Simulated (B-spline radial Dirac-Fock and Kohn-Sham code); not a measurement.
**Auger parameter of silicon: the K level and its strongest K-LL line**

Model: Dirac-Fock ΔSCF + Breit + QED. Program: an atomic code on a B-spline grid. The modified Auger parameter α′ is the binding energy plus the kinetic energy of the Auger electron; it does not depend on the energy zero. For free ions it tends to fall with charge, since less charge screens the final holes.

```tsv
species	configuration	binding 1s (eV)	Auger line	kinetic (eV)	α′ (eV)
Si	[Ne] 3s2 3p2	1848.7	L2L3 J=2	1597.5	3446.2
Si⁺	[Ne] 3s2 3p1	1860.2	L2L3 J=2	1584.2	3444.4
Si⁺ (Watson 3 Å)	[Ne] 3s2 3p1	1855.4	L2L3 J=2	1589.0	3444.4
Si²⁺	[Ne] 3s2	1874.1	L2L3 J=2	1569.5	3443.6
Si²⁺ (Watson 2.2 Å)	[Ne] 3s2	1861.0	L2L3 J=2	1582.6	3443.6
Si⁴⁺	[He] 2s2 2p6	1909.4	L2L3 J=2	1534.5	3443.9
```

Values without a named source are computed, but for edge energies of neutral atoms, which are taken from tables.
